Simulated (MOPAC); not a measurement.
MOPAC input (PM6):

```
PM6 FORCE THERMO(298,298) PRECISE LET UHF MS=0.5 GEO-OK AUX(PRECISION=9) THREADS=1
C2H8ClSi2

C    -2.08789635 1    1.26822122 1    0.74014031 1
Si   -1.01334350 1   -0.22303766 1    0.40449052 1
C    -2.00390577 1   -1.65337752 1   -0.27679026 1
Si    0.96564236 1   -0.19554058 1    0.48696460 1
Cl    2.21289417 1    0.39183769 1   -1.09943065 1
H    -2.59694579 1    1.61939255 1   -0.17113249 1
H    -1.51105027 1    2.12223396 1    1.13304268 1
H    -2.87357208 1    1.04751860 1    1.47913182 1
H    -2.52664655 1   -1.38308992 1   -1.20760671 1
H    -2.77341266 1   -1.99208993 1    0.43404811 1
H    -1.37433243 1   -2.52929694 1   -0.50659760 1
H     1.38574009 1   -1.59375064 1    0.80157804 1
H     1.32091431 1    0.72389784 1    1.60896038 1
```

From the output:

```
     H   13   2.551025

          HEAT OF FORMATION =     -32.345592 KCALS/MOLE

          ZERO POINT ENERGY      51.448 KCAL/MOL

           NORMAL COORDINATE ANALYSIS (Total motion = 1 Angstrom)

   Root No.       1         2         3         4         5         6         7         8

                 1 A"      2 A"      1 A'      2 A'      3 A"      3 A'      4 A'      5 A'

                  47.7      53.5      61.5      90.1     106.3     185.1     205.9     375.6

           1   -0.0011   -0.0171   -0.0036    0.0096   -0.0319   -0.0029    0.0133    0.0478
           2    0.0022    0.0350    0.0056   -0.0207    0.0410   -0.0538    0.0593   -0.0025
           3   -0.0140   -0.0604   -0.0125    0.0483    0.0074   -0.0273   -0.0144    0.0035
           4   -0.0013   -0.0175   -0.0037    0.0091   -0.0336   -0.0055    0.0139    0.0371
           5   -0.0009   -0.0118    0.0055   -0.0134   -0.0228    0.0081   -0.0205   -0.0548
           6    0.0000    0.0000    0.0117   -0.0089    0.0000    0.0791    0.0429    0.0027
           7    0.0017    0.0262   -0.0039    0.0157    0.0262    0.0510   -0.0601   -0.0155
           8   -0.0018   -0.0289    0.0055   -0.0166   -0.0448   -0.0172    0.0097   -0.0453
           9    0.0140    0.0604   -0.0125    0.0483   -0.0074   -0.0273   -0.0144    0.0036
          10   -0.0021   -0.0329   -0.0043    0.0127    0.0323   -0.0052    0.0207   -0.0187
          11   -0.0014   -0.0223    0.0064   -0.0187    0.0219    0.0077   -0.0305    0.0277
          12    0.0000    0.0000    0.0091   -0.0413   -0.0000   -0.0188   -0.0235    0.0835
          13    0.0026    0.0381    0.0101   -0.0295   -0.0042   -0.0134   -0.0065   -0.0224
          14    0.0017    0.0258   -0.0149    0.0435   -0.0028    0.0198    0.0096    0.0330
          15   -0.0000   -0.0000   -0.0046   -0.0016    0.0000   -0.0183    0.0009   -0.0740
          16   -0.0094   -0.0349   -0.0191    0.0336   -0.0113   -0.0981    0.0136    0.1034
          17    0.1396    0.0061    0.1332    0.0584    0.0562   -0.1000    0.0830    0.0264
          18   -0.1003   -0.0516   -0.0965    0.0122    0.0079   -0.0457   -0.0284    0.0146
          19   -0.0037   -0.0419   -0.0045    0.0158   -0.0602    0.0509   -0.0588   -0.0131
          20    0.0048    0.0447    0.0074   -0.0224    0.0526   -0.0785    0.0910    0.0249
          21    0.1378   -0.1205    0.1265    0.1558    0.0132   -0.0842   -0.0405    0.0124
          22    0.0103    0.0262    0.0131   -0.0211   -0.0220    0.0362    0.0884    0.0642
          23   -0.1348    0.0847   -0.1231   -0.1061    0.0506   -0.0548    0.0978    0.0233
          24   -0.0973   -0.0522   -0.0938    0.0138    0.0085   -0.0463   -0.0286    0.0108
          25    0.1262   -0.0073   -0.1166   -0.0667    0.0480    0.1292   -0.0822   -0.0629
          26   -0.0605   -0.0347    0.0671   -0.0096   -0.0314    0.0540    0.0182   -0.0863
          27    0.1002    0.0516   -0.0965    0.0122   -0.0080   -0.0457   -0.0284    0.0146
          28   -0.1214    0.0884    0.1095    0.1064    0.0388    0.0374   -0.1236   -0.0454
          29    0.0596   -0.0071   -0.0578   -0.0198   -0.0392   -0.0539   -0.0458   -0.0509
          30    0.0974    0.0522   -0.0938    0.0138   -0.0085   -0.0463   -0.0286    0.0109
          31    0.0031    0.0260   -0.0052    0.0150    0.0265    0.0540   -0.0628   -0.0183
          32   -0.0053   -0.0555    0.0069   -0.0229   -0.0754   -0.0764    0.0884    0.0215
          33   -0.1378    0.1205    0.1266    0.1558   -0.0132   -0.0842   -0.0404    0.0125
          34   -0.0031   -0.0523   -0.0078    0.0213    0.0411   -0.0065    0.0233   -0.0635
          35   -0.0036   -0.0311    0.0132   -0.0365    0.1905    0.0077   -0.0353    0.1046
          36   -0.0028   -0.0422    0.0048   -0.0299    0.0794   -0.0182   -0.0172    0.0213
          37   -0.0045   -0.0483   -0.0094    0.0260    0.1921   -0.0047    0.0242   -0.0735
          38   -0.0016   -0.0370    0.0122   -0.0333   -0.0325    0.0089   -0.0347    0.0978
          39    0.0028    0.0422    0.0048   -0.0299   -0.0794   -0.0182   -0.0172    0.0212

   Root No.       9        10        11        12        13        14        15        16

                 4 A"      6 A'      5 A"      6 A"      7 A"      7 A'      8 A'      9 A'

                 388.1     499.0     583.1     599.3     635.4     645.8     672.1     698.0

           1    0.0227    0.0588   -0.0007    0.0018   -0.0158    0.0007    0.0447   -0.0221
           2   -0.0060   -0.0079   -0.0128   -0.0098    0.0229   -0.0018    0.0192   -0.0257
           3    0.0018   -0.0013   -0.0148    0.0249    0.0019    0.0321    0.0058    0.0034
           4    0.0152    0.0218   -0.0000   -0.0002    0.0026    0.0010   -0.0104    0.0033
           5    0.0103   -0.0322   -0.0000   -0.0001    0.0017   -0.0015    0.0153   -0.0049
           6    0.0000    0.0079   -0.0000   -0.0000    0.0000   -0.0188   -0.0029   -0.0005
           7    0.0028   -0.0145   -0.0122   -0.0085    0.0154    0.0013   -0.0344    0.0320
           8    0.0233   -0.0575    0.0041    0.0054   -0.0232   -0.0013   -0.0344    0.0110
           9   -0.0018   -0.0013    0.0148   -0.0249   -0.0019    0.0322    0.0058    0.0034
          10   -0.0443   -0.0530   -0.0042   -0.0036    0.0001   -0.0006   -0.0062   -0.0082
          11   -0.0300    0.0782   -0.0028   -0.0025    0.0001    0.0010    0.0092    0.0121
          12    0.0000   -0.0616    0.0000    0.0000   -0.0000    0.0028   -0.0012   -0.0048
          13    0.0077    0.0114    0.0042    0.0023    0.0028    0.0001    0.0003    0.0004
          14    0.0052   -0.0168    0.0028    0.0016    0.0019   -0.0002   -0.0004   -0.0007
          15   -0.0000    0.0451    0.0000    0.0000   -0.0000    0.0018   -0.0079   -0.0051
          16    0.0085    0.1120    0.1354   -0.0976   -0.0993   -0.1624   -0.0273    0.0282
          17   -0.0238    0.0192    0.0310    0.0097   -0.0343   -0.0081   -0.0157    0.0225
          18    0.0054    0.0125    0.0320   -0.0402   -0.0096   -0.0520   -0.0081    0.0005
          19    0.0739   -0.0057   -0.0929   -0.0664    0.1148   -0.0097    0.1409   -0.1658
          20   -0.0297    0.0194    0.0314    0.0219   -0.0383    0.0026   -0.0295    0.0422
          21    0.0092    0.0067    0.0245   -0.0362   -0.0017   -0.0448   -0.0057   -0.0028
          22   -0.0121    0.0785   -0.0411    0.1734   -0.0782    0.1767    0.0300    0.0579
          23   -0.0290    0.0196    0.0219    0.0258   -0.0334    0.0107   -0.0119    0.0257
          24    0.0065    0.0032    0.0263   -0.0455    0.0036   -0.0536   -0.0077   -0.0084
          25   -0.0189   -0.0594    0.0790   -0.0272   -0.0686    0.0676    0.0247   -0.0314
          26    0.0167   -0.0969    0.1142   -0.0942   -0.0795    0.1479    0.0196   -0.0179
          27   -0.0054    0.0125   -0.0321    0.0402    0.0096   -0.0520   -0.0082    0.0006
          28   -0.0315   -0.0473    0.0051    0.0883   -0.0600   -0.0756   -0.0001   -0.0454
          29   -0.0005   -0.0656   -0.0463    0.1514   -0.0602   -0.1601   -0.0323   -0.0442
          30   -0.0065    0.0033   -0.0263    0.0455   -0.0035   -0.0535   -0.0077   -0.0083
          31   -0.0002   -0.0159   -0.0053   -0.0043    0.0070    0.0011   -0.0249    0.0222
          32    0.0796    0.0125   -0.0979   -0.0698    0.1208    0.0100   -0.1417    0.1697
          33   -0.0092    0.0068   -0.0245    0.0362    0.0017   -0.0447   -0.0057   -0.0028
          34   -0.0121   -0.0464    0.0831    0.0478    0.0733   -0.0269    0.1003    0.0850
          35    0.2528    0.1013   -0.0745   -0.0319   -0.0896    0.0215   -0.1330   -0.0894
          36    0.1569   -0.0526    0.1390    0.0863    0.1064   -0.0421    0.1473    0.1333
          37    0.2303   -0.0768   -0.0384   -0.0119   -0.0560   -0.0099    0.0863    0.0516
          38   -0.1051    0.0807    0.1048    0.0562    0.1013    0.0329   -0.1425   -0.1121
          39   -0.1569   -0.0526   -0.1390   -0.0863   -0.1065   -0.0422    0.1473    0.1333

   Root No.      17        18        19        20        21        22        23        24

                10 A'      8 A"     11 A'      9 A"     10 A"     12 A'     13 A'     11 A"

                 792.0     822.9     843.4    1199.3    1205.7    1206.5    1212.9    1216.1

           1    0.0356   -0.0827    0.0174    0.0052   -0.0034    0.0006    0.0064   -0.0402
           2   -0.0216   -0.0089   -0.0086   -0.0240    0.0015    0.0013   -0.0263   -0.0026
           3   -0.0030    0.0004    0.0008    0.0020    0.0234   -0.0233   -0.0011   -0.0016
           4   -0.0261    0.0683   -0.0147    0.0003    0.0003   -0.0001   -0.0014    0.0034
           5    0.0386    0.0462    0.0218    0.0002    0.0002    0.0001    0.0021    0.0023
           6   -0.0001   -0.0000   -0.0022    0.0000    0.0000    0.0006   -0.0000    0.0000
           7    0.0068   -0.0389    0.0015   -0.0204    0.0002   -0.0014    0.0221   -0.0173
           8   -0.0411   -0.0735   -0.0194    0.0137   -0.0037   -0.0001   -0.0157   -0.0363
           9   -0.0029   -0.0004    0.0008   -0.0020   -0.0234   -0.0233   -0.0011    0.0017
          10    0.0065   -0.0029    0.0150   -0.0001    0.0000    0.0001    0.0002   -0.0000
          11   -0.0095   -0.0020   -0.0222   -0.0001    0.0000   -0.0001   -0.0003   -0.0000
          12    0.0107    0.0000   -0.0113   -0.0000   -0.0000    0.0003    0.0001   -0.0000
          13   -0.0004   -0.0005   -0.0008   -0.0000   -0.0000   -0.0000   -0.0000    0.0000
          14    0.0005   -0.0003    0.0012   -0.0000   -0.0000    0.0000    0.0000   -0.0000
          15   -0.0005    0.0000    0.0004   -0.0000   -0.0000   -0.0001   -0.0000   -0.0000
          16    0.1179   -0.0737    0.0428   -0.0510    0.0693   -0.0573   -0.0534    0.1252
          17    0.0223    0.0024    0.0054    0.1622    0.1040   -0.1199    0.1504    0.0448
          18    0.0183   -0.0099    0.0073   -0.1279   -0.0157    0.0325   -0.1256    0.0405
          19   -0.0709   -0.1553   -0.0155    0.0491    0.0072   -0.0053    0.0413    0.1486
          20    0.0261    0.0345    0.0069   -0.0322   -0.0053    0.0054   -0.0303   -0.0719
          21    0.0010    0.0006    0.0006   -0.0152   -0.2196    0.2189    0.0138    0.0169
          22    0.0885   -0.0695    0.0529   -0.0581   -0.0437    0.0567   -0.0463    0.1337
          23    0.0195    0.0025    0.0082    0.1495   -0.1169    0.1008    0.1667    0.0602
          24   -0.0111    0.0082   -0.0092    0.1205   -0.0348    0.0183    0.1249   -0.0376
          25   -0.0645   -0.0252   -0.0209    0.1317    0.1223    0.1326   -0.1199    0.0880
          26   -0.1013   -0.0693   -0.0377   -0.1075    0.0258    0.0087    0.1054    0.0997
          27    0.0184    0.0099    0.0073    0.1279    0.0157    0.0325   -0.1256   -0.0405
          28   -0.0509   -0.0235   -0.0273    0.1172   -0.1248   -0.1147   -0.1376    0.1055
          29   -0.0749   -0.0655   -0.0461   -0.1094    0.0028   -0.0152    0.1048    0.1019
          30   -0.0110   -0.0082   -0.0091   -0.1205    0.0348    0.0183    0.1249    0.0376
          31    0.0021   -0.0256   -0.0007   -0.0117   -0.0022   -0.0030    0.0128   -0.0117
          32    0.0756   -0.1570    0.0169    0.0576    0.0087    0.0070   -0.0496    0.1647
          33    0.0011   -0.0005    0.0006    0.0152    0.2196    0.2189    0.0138   -0.0169
          34   -0.0458   -0.0274    0.0450   -0.0006    0.0005   -0.0013   -0.0005    0.0004
          35   -0.0681    0.0577    0.2859    0.0006   -0.0002   -0.0011    0.0017   -0.0012
          36   -0.1115   -0.0286    0.1728   -0.0006    0.0005   -0.0027   -0.0004    0.0003
          37    0.0803    0.0434   -0.2821    0.0004   -0.0000    0.0016   -0.0015   -0.0010
          38    0.0173   -0.0469    0.0643   -0.0007    0.0005    0.0008    0.0011    0.0008
          39   -0.1115    0.0286    0.1728    0.0006   -0.0005   -0.0027   -0.0004   -0.0003

   Root No.      25        26        27        28        29        30        31        32

                14 A'     15 A'     12 A"     13 A"     16 A'     14 A"     17 A'     15 A"
```
